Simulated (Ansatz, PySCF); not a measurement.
F4Zr, SMILES [F][Zr+]([F])([F])[F] (connectivity only; charge and spin as stated), charge +1, multiplicity 2. Atoms are numbered in the order given.

```xyz
5

Zr    -0.0008     0.2973    -0.0008
F      1.0995     1.3083     1.0944
F     -1.1076     1.2968    -1.1000
F     -0.7160    -1.4517     0.7278
F      0.7248    -1.4507    -0.7214
```
Charge +1, spin multiplicity 2.

The structure is a stationary point at B3LYP-D3(BJ)/def2-SVP. The multiplicity is an assumed one; other spin states were not compared. The def2 effective core potentials stand for the cores of Zr; spin–orbit coupling is left out.

Two levels are set side by side: PBE-D3(BJ)/def2-SVP (Ansatz, an electronic-structure program) and B3LYP-D3(BJ)/def2-SVP (Ansatz). Each level has its own optimised geometry; the coordinates shown are those of the second. Frequencies come from the Hessian of PySCF at each geometry. Differences are taken from unrounded values.

| quantity | B3LYP-D3(BJ) | PBE-D3(BJ) | PBE-D3(BJ) minus B3LYP-D3(BJ) |
|---|---|---|---|
| mean bond length (Å) | 1.939 | 1.944 | 0.005 |
| bond Zr1–F2 (Å) | 1.853 | 1.858 | 0.006 |
| bond Zr1–F3 (Å) | 1.853 | 1.858 | 0.006 |
| bond Zr1–F4 (Å) | 2.025 | 2.029 | 0.004 |
| bond Zr1–F5 (Å) | 2.025 | 2.029 | 0.004 |
| highest harmonic wavenumber (cm⁻¹) | 783 | 762 | -21 |
| mean harmonic wavenumber (cm⁻¹) | 364 | 356 | -8 |
| zero-point energy (kcal/mol) | 4.69 | 4.58 | -0.10 |
